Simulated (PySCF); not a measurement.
The dipole of `C=C[C@@H]1C[C@@H]2CCC[C@H]1C2` from its density and from atomic charges.

Coordinates (GFN2-xTB, Å) and charges (e) from the PBE0/pcSseg-1 density (PySCF):

```tsv
atom	x	y	z	Mulliken	IAO	Hirshfeld	ESP-fitted
C1	2.304	1.865	0.263	-0.1373	-0.3338	-0.1080	-0.3557
C2	1.682	0.947	0.979	-0.1681	-0.1268	-0.0302	-0.2817
C3	1.161	-0.377	0.511	-0.2444	-0.1269	-0.0217	+0.1614
C4	0.960	-0.564	-1.009	-0.0723	-0.2715	-0.0711	-0.2913
C5	-0.458	-1.133	-1.168	-0.3307	-0.1057	-0.0251	+0.2217
C6	-1.489	-0.014	-1.341	-0.1369	-0.2575	-0.0713	-0.3287
C7	-1.340	1.041	-0.245	-0.2367	-0.2607	-0.0732	+0.1835
C8	-1.206	0.406	1.138	-0.1433	-0.2595	-0.0725	-0.3000
C9	-0.204	-0.751	1.134	-0.2871	-0.1092	-0.0259	+0.1537
C10	-0.705	-1.823	0.171	-0.0768	-0.2639	-0.0758	-0.3628
H11	2.660	2.778	0.710	+0.1130	+0.1496	+0.0434	+0.1606
H12	2.493	1.759	-0.792	+0.1130	+0.1408	+0.0417	+0.1564
H13	1.548	1.111	2.042	+0.0988	+0.1385	+0.0432	+0.1593
H14	1.883	-1.127	0.860	+0.1409	+0.1442	+0.0400	+0.0414
H15	1.698	-1.262	-1.406	+0.1220	+0.1358	+0.0361	+0.0779
H16	1.062	0.370	-1.557	+0.1149	+0.1268	+0.0342	+0.1064
H17	-0.525	-1.824	-2.013	+0.0989	+0.1272	+0.0345	+0.0033
H18	-2.491	-0.449	-1.304	+0.1093	+0.1241	+0.0329	+0.0912
H19	-1.370	0.458	-2.319	+0.1164	+0.1286	+0.0350	+0.0675
H20	-0.456	1.648	-0.441	+0.1371	+0.1319	+0.0255	+0.0023
H21	-2.204	1.710	-0.258	+0.1163	+0.1332	+0.0367	-0.0108
H22	-2.175	0.016	1.461	+0.1137	+0.1265	+0.0342	+0.0929
H23	-0.904	1.170	1.857	+0.1192	+0.1299	+0.0328	+0.0662
H24	-0.082	-1.125	2.154	+0.1002	+0.1252	+0.0339	-0.0072
H25	-1.753	-2.076	0.329	+0.1110	+0.1265	+0.0357	+0.1077
H26	-0.109	-2.733	0.256	+0.1087	+0.1269	+0.0356	+0.0848
```

Compute μ = Σ q r for each scheme (1 e·Å = 4.803 D) and compare with the dipole of the full density.

The full density gives (-0.15, -0.32, 0.06) D, 0.36 D in size; dipole vectors point from the negative to the positive end.

| scheme | μx | μy | μz | size (D) | share of the full size (%) | angle to the full dipole (°) |
| --- | --- | --- | --- | --- | --- | --- |
| Mulliken | -0.18 | 1.19 | -0.95 | 1.53 | 430 | 139 |
| IAO | -0.15 | -0.39 | 0.19 | 0.46 | 130 | 16 |
| Hirshfeld | 0.07 | -0.31 | 0.13 | 0.34 | 96 | 38 |
| ESP-fitted | -0.14 | -0.31 | 0.05 | 0.34 | 96 | 1 |

Which set comes closest?

Length of the difference vector: ESP-fitted 0.02 D, IAO 0.15 D, Hirshfeld 0.23 D, Mulliken 1.81 D. Closest: ESP-fitted. ESP charges are fitted to the potential around the molecule, whose slowest-falling term is the dipole's. The schemes that divide the density aren't constrained to reproduce the dipole.

What is left for the Hirshfeld atoms' own dipoles?

The shares of the density sum to the whole, so what Σ q r misses lies in dipoles about the nuclei. The atomic dipoles sum to (-0.15, -0.32, 0.06) − (0.07, -0.31, 0.13) = (-0.22, -0.01, -0.07) D, 0.23 D in size.

With the origin at the mean of the coordinates, (-0.001, 0.001, 0.001) Å, which are the largest single terms, by size, of the Hirshfeld dipole along the direction of the full one?

C1 +1.34, H11 -0.72, C10 -0.71, H12 -0.55, H25 +0.45 D; all 26 atoms together +0.27 D. The single terms depend on the origin, their sum doesn't.

Give the size of the full dipole in other units.

0.36 D = 0.140 au = 0.074 e·Å = 1.19 × 10⁻³⁰ C·m.

The structure is a single GFN2-xTB conformer in the gas phase; no vibrational or solvent corrections.

These values come from a run that also computed NMR shieldings. On Arm Neoverse V1, one thread, on a shared host, this took 85 s wall.
